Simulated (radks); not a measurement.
Fractional charge and spin in the 5s shell of tellurium: the spin-up occupation runs from 0 to 1 and the spin-down occupation from 0 to 1; the fullest corner is Te+, [Kr] 4d10 5p(up 1.5, down 1.5) 5s(up 1, down 1). Calculated with a radial shooting solver on a logarithmic mesh with Libxc functionals: scalar-relativistic Kohn-Sham, LDA (Slater exchange, Perdew-Wang correlation), spin-polarised, spherical densities, finite nucleus; Fermi nuclear charge, rms radius of each element as measured or else 0.836 A^(1/3) + 0.57 fm. Energy (eV) above the fullest corner. The planes named below are the two flat planes that join the four corners, with an edge along up + down = one added electron.

| down \ up | 0 | 0.25 | 0.5 | 0.75 | 1 |
|---|---|---|---|---|---|
| 0 | 67.938 | 57.101 | 46.925 | 37.402 | 28.525 |
| 0.25 | 57.101 | 46.978 | 37.505 | 28.675 | 20.479 |
| 0.5 | 46.925 | 37.505 | 28.725 | 20.576 | 13.049 |
| 0.75 | 37.402 | 28.675 | 20.576 | 13.096 | 6.226 |
| 1 | 28.525 | 20.479 | 13.049 | 6.226 | 0.000 |

Corners above the fullest one (they belong to Te2+ and the next ion): (up 1, down 0) 28.525 eV, (up 0, down 1) 28.525 eV, (up 0, down 0) 67.938 eV. With half an added electron in each spin the energy lies 0.200 eV from the planes, and with half an added electron in spin up alone -1.306 eV. The planes are only a guide here: the flat-plane condition holds for ground states with one frontier orbital, while this shell lies below other occupied shells, so the corners above the fullest one are inner-hole states and not the ground states of those ions.
